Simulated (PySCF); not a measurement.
Compound: C₇H₇N₂ (doublet state).
Atom-mapped SMILES: `[CH2:1][C:2]#[C:3][C@@H:4]([C:5]#[N:6])/[CH:7]=[N:8]/[CH3:9]` (hydrogens: H10, H11 on C1; H12 on C4; H13 on C7; H14, H15, H16 on C9)

Geometry (GFN2-xTB, Å), atoms numbered from 1 in this order:
```
atom  x, y, z in Å
C1     3.7607    0.4319   -0.0191
C2     2.4976    0.0295    0.2303
C3     1.3603   -0.3666    0.4414
C4    -0.0027   -0.7752    0.7195
C5    -0.2611   -0.5809    2.1356
N6    -0.4492   -0.4011    3.2477
C7    -0.9753    0.0684   -0.0743
N8    -1.7930   -0.4910   -0.8373
C9    -2.7210    0.2670   -1.6109
H10    4.4986   -0.2640   -0.3744
H11    4.0496    1.4545    0.1426
H12   -0.1585   -1.8319    0.4671
H13   -0.8904    1.1544    0.0681
H14   -3.7264   -0.0596   -1.3429
H15   -2.5625    0.0216   -2.6615
H16   -2.6344    1.3519   -1.4662
```

The hyperfine couplings belong to this conformer and change with its torsions.

The calculation used UKS B3LYP, pcH-1 on C H N, non-relativistic, mean-field spin-orbit, GIAO in PySCF. One conformer (not necessarily the lowest) at the GFN2-xTB geometry, without solvent, vibrations or thermal averaging. The geometry wasn't refined by DFT: couplings that depend on bond lengths, twists or pyramidal angles can differ widely from those at the functional's own minimum. No stability test was run, so a lower SCF solution isn't excluded.

Q: Give the principal g shifts and their parts.

A: 
| Δg (ppm) | 1 | 2 | 3 |
| --- | --- | --- | --- |
| relativistic mass correction | -149 | -149 | -149 |
| gauge correction | 0 | 25 | 38 |
| orbital Zeeman/spin–orbit | 35 | 687 | 932 |
| total | -114 | 564 | 821 |

So g = 2.00221, 2.00288, 2.00314 and g_iso = 2.00274; the tensor is rhombic: the two nearest values differ by 28 % of g3 − g1. Axes: g3 points within 4° of the C2–C3 bond.

Q: What are the electron Larmor frequencies g μB B/h along the three axes at 3350 mT?

A: 93.8783, 93.9100, 93.9221 GHz for g1, g2 and g3, a range of 43.8 MHz.

Q: What effective moment and Curie constant follow for a powder?

A: With the mean of g² = 4.0110 and S(S+1) = 0.75: μ_eff = √(⟨g²⟩S(S+1)) = 1.734 μB and χT = 0.12505·⟨g²⟩·S(S+1) = 0.376 cm³ K/mol (cgs; spin-Hamiltonian part alone).

Q: In a frozen sample, at which fields do the three g values resonate at 9.5, 34, 94 and 263 GHz (hyperfine left aside), and which band first spreads them over more than twice a line width of 1.0 mT?

A: 
| band | GHz | B(g3) mT | B(g2) mT | B(g1) mT | spread mT |
| --- | --- | --- | --- | --- | --- |
| X | 9.5 | 338.84 | 338.89 | 339.00 | 0.16 |
| Q | 34.0 | 1212.71 | 1212.86 | 1213.27 | 0.57 |
| W | 94.0 | 3352.78 | 3353.21 | 3354.34 | 1.57 |
| J | 263.0 | 9380.65 | 9381.85 | 9385.03 | 4.38 |

The spread grows in proportion to the frequency. J band is the first where it exceeds 2.0 mT.

The Mulliken spin populations are largest on C1 (+0.79), C3 (+0.54) and C2 (-0.27). The positive populations add up to 1.38 and the negative ones to -0.38, together 2S = 1. The angles at C1 add up to 360.0°, so it is planar; its axial dipolar tensor and the negative couplings of its protons fit spin in a p orbital normal to that plane.

The HOMO–LUMO gaps are 5.15 eV among the α and 4.53 eV among the β orbitals.
